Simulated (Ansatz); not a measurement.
Computed with Ansatz on PBE0-D4/def2-TZVP structures; ΔE is electronic, products minus reactants. CCSD(T)/CBS is the MP2 limit (def2-TZVPP, def2-QZVPP) plus CCSD(T) − MP2 in def2-TZVPP, frozen cores. This one scheme is used for every species. DFT in def2-TZVPP. def2 core potentials past Kr. For Te outer-core shells are correlated without core-valence functions, which leaves a few kJ/mol of doubt a bond. One conformer a species, not always the lowest.

Reaction (hydrogenolysis of a Te–B bond): `NB(O)[TeH]` + H₂ → H₂Te + `NBO`

| level | ΔE (kJ/mol) |
| --- | --- |
| BLYP | -5.5 |
| PBE0 | 4.0 |

Q: What does CCSD(T)/CBS give? (Best estimate.)

A: The calculation gave: +13.2 kJ/mol. The listed levels differ from it by -18.7, -9.2 kJ/mol.

Largest T1 diagnostic among the species: 0.012.

In def2-TZVPP, CCSD(T) changes the Hartree–Fock value by +24.6 kJ/mol (the triples alone add +5.9 kJ/mol) and MP2 by +36.3 kJ/mol. The D4 term adds +11.9 kJ/mol with B3LYP and +6.3 kJ/mol with PBE0; it sums over pairs of atoms, weighted by their polarisabilities, and B3LYP, whose exchange is more repulsive, gets the larger term. Leaving LDA and LC-ωPBE aside and taking each functional with its dispersion term where it has one, the values, not all of them listed here, spread over 19.7 kJ/mol, from CAM-B3LYP-D4 to revPBE-D4. LDA lies +3.6 kJ/mol from PBE without D4.

B3LYP here is the variant with VWN-RPA as its local correlation; programs differ in this.
